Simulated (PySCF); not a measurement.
This PySCF input asks for the NMR shieldings of `CP(C#C[PH3+])CO`, [C$_{4}$H$_{9}$OP$_{2}$]+; the geometry comes from GFN2-xTB.

```python
import basis_set_exchange as bse
import numpy as np
from pyscf import gto, dft
from pyscf.prop import nmr

atoms = """
C    -1.821902   -1.688084   -0.009121
P    -1.275284   -0.157745   -0.893303
C     0.441622   -0.238611   -0.506180
C     1.655096   -0.171318   -0.407833
P     3.358145   -0.056028   -0.219188
C    -1.665837    1.138822    0.438043
O    -0.934833    2.306072    0.203782
H    -1.460783   -2.563497   -0.544006
H    -1.468122   -1.713310    1.019925
H    -2.910256   -1.712897   -0.017776
H     3.908615    0.820985   -1.129770
H     3.700181    0.394330    1.039207
H     3.963546   -1.280530   -0.399806
H    -1.367919    0.762695    1.421701
H    -2.749172    1.309229    0.440540
H    -1.380695    2.858832   -0.447624
"""
names = dict.fromkeys(["C", "P", "O", "H"], "pcSseg-1")
basis = {el: gto.basis.parse(bse.get_basis(n, elements=[el], fmt="nwchem")) for el, n in names.items()}
mol = gto.M(atom=atoms, basis=basis, charge=1, verbose=0)
mf = dft.RKS(mol, xc="PBE0")
mf.grids.level = 2
mf.grids.alignment = dft.numint.BLKSIZE   # the property module wants whole blocks of grid points
mf.conv_tol = 1e-9
mf.kernel()

calc = nmr.RKS(mf)   # GIAO
C = mf.mo_coeff
Co = C[:, mf.mo_occ > 0]
resp = mf.gen_response(singlet=True, hermi=2)
def vind(x):   # induced exchange potential for any number of trial vectors
    d = np.einsum("pi,xij,qj->xpq", C, 2 * x.reshape(-1, C.shape[1], Co.shape[1]), Co, optimize=True)
    return np.einsum("xpq,pi,qj->xij", resp(d - d.transpose(0, 2, 1)), C, Co, optimize=True).ravel()
mo1, _ = nmr.rhf.solve_mo1(calc, with_cphf=vind)
sigma = calc.kernel(mo1)
for i, s in enumerate(sigma):   # ppm
    w = np.linalg.eigvalsh((s + s.T) / 2)
    print("%2d %-2s iso %8.1f  s11 %8.1f  s22 %8.1f  s33 %8.1f" % (i, mol.atom_pure_symbol(i), w.mean(), *w))
```

Q: Give the expected output.

A: 
```
 0 C  iso    178.4  s11    167.3  s22    177.1  s33    190.8
 1 P  iso    389.8  s11    329.0  s22    361.5  s33    479.0
 2 C  iso     22.3  s11    -99.2  s22    -81.7  s33    247.7
 3 C  iso    126.7  s11     56.3  s22     84.0  s33    239.6
 4 P  iso    454.8  s11    428.5  s22    430.1  s33    505.8
 5 C  iso    115.1  s11     71.6  s22    113.5  s33    160.2
 6 O  iso    303.1  s11    260.8  s22    308.9  s33    339.7
 7 H  iso     30.0  s11     25.3  s22     27.2  s33     37.4
 8 H  iso     30.0  s11     25.1  s22     28.7  s33     36.2
 9 H  iso     30.3  s11     25.5  s22     26.9  s33     38.5
10 H  iso     24.9  s11     20.3  s22     22.4  s33     32.1
11 H  iso     24.9  s11     20.1  s22     22.5  s33     32.1
12 H  iso     25.0  s11     20.6  s22     22.4  s33     32.1
13 H  iso     26.9  s11     22.6  s22     28.1  s33     29.9
14 H  iso     26.8  s11     22.2  s22     27.2  s33     31.0
15 H  iso     30.3  s11     21.9  s22     26.9  s33     42.1
```

These numbers come from an equivalent density-fitted implementation of the same equations, which agrees with the script to about 0.01 ppm for H and up to a few tenths of a ppm for heavy atoms, so last digits may differ.

Size and cost of the density-fitted run: 178 basis functions, about 70 core-seconds.
